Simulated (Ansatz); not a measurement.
Species: CH$_{5}$OSi (charge 0, doublet). It need not be the lowest isomer of its formula. 
Geometry from a B3LYP-D3(BJ)/def2-TZVP (Ansatz, an electronic-structure program) optimisation:
SMILES: [SiH2]OC
```xyz
8

Si     1.1107    -0.0072     0.1070
O     -0.4183     0.3333    -0.4102
C     -1.5910    -0.3393     0.0209
H      1.1197    -0.1455     1.5969
H      1.9480     1.1422    -0.3234
H     -2.4506     0.2633    -0.2713
H     -1.6020    -0.4672     1.1079
H     -1.6722    -1.3217    -0.4520
```
Charge 0, spin multiplicity 2.

Total electronic energies in hartree. Valence correlation only, unless marked. Open shells are spin-unrestricted. Spin-orbit coupling is left out. Non-relativistic unless marked X2C. CBS(X,Y): correlation extrapolated as X^-3; Hartree-Fock from the larger set (for Q and 5 zeta extrapolated as (X+1)exp(-9√X)). [CCSD(T)-MP2]/basis is that difference in the basis named.

```
level                                                                             program  energy (Eh)
-------------------------------------------------------------------------  --------------  -----------
HF/STO-3G                                                                          Ansatz   -399.71027
HF/6-31G                                                                           Ansatz   -404.43192
HF/6-31G*                                                                          Ansatz   -404.53085
HF/aug-cc-pV(D+d)Z                                                                 Ansatz   -404.57401
BLYP-D4/def2-TZVPD                                                         Ansatz + dftd4   -405.82779
B3LYP/def2-TZVPD                                                                   Ansatz   -405.88428
PBE0/def2-TZVPD                                                                    Ansatz   -405.60049
PBE0/def2-QZVPP                                                                    Ansatz   -405.61773
BHLYP-D3(BJ)/def2-TZVPD                                                    Ansatz + dftd3   -405.80111
r2SCANh-D4/def2-TZVPD                                                      Ansatz + dftd4   -405.75970
HSE06-D4/def2-TZVPD                                                        Ansatz + dftd4   -405.59128
LC-wPBE-D3(BJ)/def2-TZVPD                                                  Ansatz + dftd3   -405.70124
wB97X-V/def2-TZVPD                                                                 Ansatz   -405.76900
B2PLYP-D4/def2-TZVPD                                                       Ansatz + dftd4   -405.64617
MP2/aug-cc-pV(Q+d)Z                                                                Ansatz   -405.19464
MP2/CBS(cc-pV(T+d)Z,cc-pV(Q+d)Z)                                                   Ansatz    -405.2168
SCS-MP2/cc-pVTZ                                                                    Ansatz   -405.13841
CCSD/cc-pVTZ                                                                       Ansatz   -405.16690
CCSD/CBS(cc-pV(T+d)Z,cc-pV(Q+d)Z)                                                  Ansatz    -405.2399
CCSD(T)/6-31G*                                                                     Ansatz   -404.94858
X2C-CCSD(T)/cc-pVTZ-DK                                                             Ansatz   -405.85465
RI-MP2/CBS(aug-cc-pV(T+d)Z,aug-cc-pV(Q+d)Z)+[CCSD(T)-MP2]/aug-cc-pV(Q+d)Z          Ansatz    -405.2667
CCSD(T)/CBS(cc-pV(Q+d)Z,cc-pV(5+d)Z)                                               Ansatz    -405.2660
```

Totals of different functionals don't rank their quality; only differences between species are comparable.
